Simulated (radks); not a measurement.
Problem. The antimony ion Sb21+, 30 electrons, occupied as [Ar] 3d10 4s2 (the NIST ground configuration). Calculated with a radial shooting solver on a logarithmic mesh with Libxc functionals: Dirac Kohn-Sham, PBE, spin-unpolarised, spherical densities, point nucleus. Some entries of the table are withheld. Estimate them.

orbital  occ.  eigenvalue (hartree)  <1/r> (bohr^-1)
1s1/2       2             -1135.903            54.33
2s1/2       2                   (1)            12.64
2p1/2       2                   (2)            12.62
2p3/2       4                   (3)            11.72
3s1/2       2             -54.45903            4.541
3p1/2       2                   (4)            4.455
3p3/2       4                   (5)            4.235
3d3/2       4                   (6)            4.095
3d5/2       6                   (7)            4.038
4s1/2       2             -23.78895              (8)

Solution. 
(1) 2s1/2 eigenvalue (hartree): -191.7566
(2) 2p1/2 eigenvalue (hartree): -180.9476
(3) 2p3/2 eigenvalue (hartree): -171.6623
(4) 3p1/2 eigenvalue (hartree): -50.04914
(5) 3p3/2 eigenvalue (hartree): -48.28086
(6) 3d3/2 eigenvalue (hartree): -40.56927
(7) 3d5/2 eigenvalue (hartree): -40.19457
(8) 4s1/2 <1/r> (bohr^-1): 2.075
